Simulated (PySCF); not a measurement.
## Electron correlation in B⁺ (boron, charge +1)

[He] 2s2, closed-shell 1S. Computed with PySCF 2.14 in def2-SVP, with the non-relativistic Hamiltonian (point nucleus). Frozen: 1s2; 2 electrons correlated.

Total MP2 correlation energy: -32.86 mhartree.

Same-spin part 0.00 and opposite-spin part -32.86 mhartree; SCS-MP2 scales them by 1/3 and 6/5 to -39.43 mhartree.

With two correlated electrons CCSD is exact within the correlated space (frozen core and kept virtual orbitals).

```csv
level,correlation energy (mhartree)
CCSD,-59.31
```

Diagnostics: T1 = 0.013, D1 = 0.0184, largest double amplitude 0.160.

A double-excitation amplitude exceeds 0.15, a sign of near-degeneracy.

Cost of the coupled-cluster step: 0.04 s of wall time on 1 thread of Neoverse-V2 (shared host), for 2 correlated electrons.
